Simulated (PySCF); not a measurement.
## Mo (molybdenum, neutral) across methods

[Kr] 4d6, high-spin 5D determinant (an excited configuration). Computed with PySCF 2.14 in def2-QZVPPD with the def2 core potential (28 electrons), with scalar relativity through the core potential.

| method | E (hartree) | mean ε 4p β (eV) | mean ε 4d α (eV) | mean ε 4d β (eV) | Σ⟨r²⟩ (bohr²) | ⟨S²⟩ |
| --- | --- | --- | --- | --- | --- | --- |
| PW91 | -68.0496 | -36.028 | -3.098 | -1.142 | 49.37 | 6.005 |
| MN15 | -67.8661 | -38.769 | -4.765 | -2.889 | 48.82 | 6.013 |
| LDA | -67.8336 | -36.154 | -3.268 | -1.222 | 49.85 | 6.005 |
| M06-2X | -67.8916 | -40.449 | -5.427 | -3.168 | 48.23 | 6.012 |
| PBEsol | -67.8906 | -35.920 | -3.084 | -1.059 | 49.48 | 6.005 |
| PBE0 | -67.9856 | -38.244 | -4.197 | -1.964 | 48.80 | 6.006 |
| r2SCAN | -68.0182 | -36.490 | -3.139 | -0.994 | 48.79 | 6.015 |
| PBE | -68.0112 | -35.974 | -3.063 | -1.106 | 49.50 | 6.005 |

Energies and moments cover only the electrons outside the core potential.
